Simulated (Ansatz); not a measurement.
One change: `[GeH3]/[CH]=[N]/[InH2]` becomes `[SiH3]/N=[CH]\[GeH3]`.

Ansatz, PBE0-D4/def2-TZVP geometries, multiplicity 1. 

Elements past krypton have def2 core potentials. Scalar relativity is left out up to krypton.

```json
{"property": "HOMO–LUMO gap (PBE0/def2-TZVPP) / eV", "`[GeH3]/[CH]=[N]/[InH2]`": "3.97"}
{"property": "HOMO energy (B3LYP/def2-TZVPP) / eV", "`[GeH3]/[CH]=[N]/[InH2]`": "-5.78"}
{"property": "HOMO–LUMO gap (PBE/def2-TZVPP) / eV", "`[GeH3]/[CH]=[N]/[InH2]`": "2.06"}
{"property": "size of the dipole moment (B3LYP/def2-TZVPP) / D", "`[GeH3]/[CH]=[N]/[InH2]`": "1.61"}
{"property": "zero-point energy (PBE0-D4/def2-TZVP) / kJ/mol", "`[GeH3]/[CH]=[N]/[InH2]`": "141.1"}
{"property": "LUMO energy (ωB97M-V/def2-TZVPP) / eV", "`[GeH3]/[CH]=[N]/[InH2]`": "-0.43"}
```

Task: What does the change do to each property? (Best estimate.)

Result: Ansatz gave: 
| property | `[SiH3]/N=[CH]\[GeH3]` | shift |
| --- | --- | --- |
| HOMO–LUMO gap (PBE0/def2-TZVPP) / eV | 5.25 | 1.28 |
| HOMO energy (B3LYP/def2-TZVPP) / eV | -6.47 | -0.69 |
| HOMO–LUMO gap (PBE/def2-TZVPP) / eV | 2.97 | 0.91 |
| size of the dipole moment (B3LYP/def2-TZVPP) / D | 1.03 | -0.58 |
| zero-point energy (PBE0-D4/def2-TZVP) / kJ/mol | 180.4 | 39.3 |
| LUMO energy (ωB97M-V/def2-TZVPP) / eV | 0.74 | 1.17 |

With PBE0 the HOMO falls by 0.72 eV and the LUMO rises by 0.56 eV, so the gap widens by about 1.28 eV. PBE moves the HOMO by -0.60 eV and ωB97M-V by -0.80 eV. The zero-point energy changes by 39.3 kJ/mol with +3 modes. Dipoles are sizes alone; their direction can turn.

Positive LUMOs are unbound, so they and the gaps depend on the basis.

B3LYP here is the variant with VWN-RPA as its local correlation; programs differ in this.
